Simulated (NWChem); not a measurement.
System meant: C2H4N3 cation; SMILES n1c[nH+][nH]c1

NWChem input:

```
start job
memory heap 200 mb stack 900 mb global 1100 mb
charge 1
geometry units angstroms noautoz
  C     -1.052577    -0.440213     0.000000
  N     -0.001807    -1.244872     0.000000
  C      1.051284    -0.443250     0.000000
  N      0.670474     0.838242     0.000000
  N     -0.668071     0.840175     0.000000
  H     -2.102441    -0.740457     0.000000
  H      2.100274    -0.746527     0.000000
  H      1.221855     1.696792     0.000000
  H     -1.216967     1.700315     0.000000
end
basis spherical
  * library def2-svp
end
dft
  xc b3lyp
  iterations 4
  mulliken
end
task dft energy
```

End of the output:

```
    Atom       Charge   Shell Charges
 -----------   ------   -------------------------------------------------------
    1 C    6     5.87   1.96  0.61  0.29  1.87  0.97  0.16
    2 N    7     7.05   1.97  0.80  0.47  2.22  1.52  0.07
    3 C    6     5.87   1.96  0.61  0.29  1.87  0.97  0.16
    4 N    7     6.82   1.97  0.71  0.36  2.28  1.42  0.08
    5 N    7     6.82   1.97  0.71  0.36  2.28  1.42  0.08
    6 H    1     0.93   0.61  0.24  0.07
    7 H    1     0.93   0.61  0.24  0.07
    8 H    1     0.86   0.56  0.18  0.12
    9 H    1     0.86   0.56  0.18  0.12

 center of mass
 --------------
 x =   0.00000000 y =   0.00000000 z =  -0.05212430

 moments of inertia (a.u.)
 ------------------
         371.177081559182           0.000000000000           0.000000000000
           0.000000000000         189.053258624927           0.000000000000
           0.000000000000           0.000000000000         182.123822934255

     Multipole analysis of the density
     ---------------------------------

     L   x y z        total         alpha         beta         nuclear
     -   - - -        -----         -----         ----         -------
     0   0 0 0      1.000000    -18.000000    -18.000000     37.000000

     1   1 0 0     -0.000000     -0.000000     -0.000000      0.000000
     1   0 1 0      0.000000      0.000000      0.000000      0.000000
     1   0 0 1      1.924134      0.962067      0.962067      0.000000

     2   2 0 0    -20.747992    -10.373996    -10.373996      0.000000
     2   1 1 0     -0.000000     -0.000000     -0.000000      0.000000
     2   1 0 1      0.000000      0.000000      0.000000      0.000000
     2   0 2 0     -9.692623    -60.831764    -60.831764    111.970905
     2   0 1 1     -0.000000     -0.000000     -0.000000      0.000000
     2   0 0 2    -14.828704    -60.840378    -60.840378    106.852052

 ------------------------------------------------------------------------
 dft energy failed                                                                                  0
 ------------------------------------------------------------------------
 ------------------------------------------------------------------------
  current input line :
    23: task dft energy
 ------------------------------------------------------------------------
 ------------------------------------------------------------------------
 This type of error is most commonly associated with calculations not reaching convergence criteria
 ------------------------------------------------------------------------
 For more information see the NWChem manual at https://nwchemgit.github.io

0:dft energy failed:Received an Error in Communication
```

Problem. Find the fault in this run and fix the input.

Solution. Convergence was not reached. Cause: the SCF was allowed too few iterations. This input runs:
```
start job
memory heap 200 mb stack 900 mb global 1100 mb
charge 1
geometry units angstroms noautoz
  C     -1.052577    -0.440213     0.000000
  N     -0.001807    -1.244872     0.000000
  C      1.051284    -0.443250     0.000000
  N      0.670474     0.838242     0.000000
  N     -0.668071     0.840175     0.000000
  H     -2.102441    -0.740457     0.000000
  H      2.100274    -0.746527     0.000000
  H      1.221855     1.696792     0.000000
  H     -1.216967     1.700315     0.000000
end
basis spherical
  * library def2-svp
end
dft
  xc b3lyp
  iterations 150
  mulliken
end
task dft energy
```
It converges to -242.41035 Ha (B3LYP/def2-SVP).
